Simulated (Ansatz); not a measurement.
Born–Oppenheimer molecular dynamics of C₃H₁₁ClSi₂ (17 atoms, charge 0, multiplicity 1). It starts from a relaxed structure.

Method: RKS PBE0/STO-3G (Ansatz).

* ensemble: NVT, Langevin thermostat
* time step: 0.5 fs
* steps asked: 211
* set temperature: 300 K
* friction: 0.05 /fs
* seed: 102902

First frame:

```xyz
17
Properties=species:S:1:pos:R:3
C -0.282 -0.533 -2.132
Si 0.932 0.395 -1.054
C 0.415 0.283 0.768
C 0.458 -1.176 1.289
Si -1.246 1.104 1.164
Cl 1.713 1.239 1.724
H -0.315 -1.597 -1.877
H -1.296 -0.134 -2.036
H 0.006 -0.455 -3.185
H 0.964 1.786 -1.438
H 2.250 -0.179 -1.192
H 1.444 -1.632 1.120
H -0.294 -1.780 0.761
H 0.241 -1.224 2.364
H -2.285 0.396 0.454
H -1.500 1.029 2.582
H -1.225 2.479 0.730
```

Question: How far do the bonds stretch over the last three quarters of this one trajectory? (Pairs bonded in most of those frames.)

Answer: 
```csv
bond,mean (Å),spread (Å),shortest,longest
C1–Si2,1.865,0.023,1.82,1.90
C1–H7,1.096,0.023,1.04,1.15
C1–H8,1.096,0.033,1.01,1.19
C1–H9,1.096,0.030,1.03,1.18
Si2–C3,1.888,0.027,1.84,1.94
Si2–H10,1.446,0.034,1.38,1.52
Si2–H11,1.447,0.034,1.38,1.52
C3–C4,1.558,0.034,1.49,1.62
C3–Si5,1.909,0.031,1.84,1.96
C3–Cl6,1.879,0.030,1.82,1.92
C4–H12,1.099,0.030,1.03,1.17
C4–H13,1.101,0.021,1.04,1.16
C4–H14,1.099,0.019,1.05,1.15
Si5–H15,1.449,0.034,1.38,1.51
Si5–H16,1.441,0.020,1.38,1.50
Si5–H17,1.441,0.024,1.39,1.49
```

Mean temperature of the second half: 298 K. A run of 0.11 ps of so small a system gives no equilibrium averages. Limits of this set-up: minimal basis.

The run took 21 min on 1 thread of Intel(R) Xeon(R) Platinum 8259CL CPU @ 2.50GHz (Skylake/Cascade Lake) (shared host), peak memory 0.17 GiB.
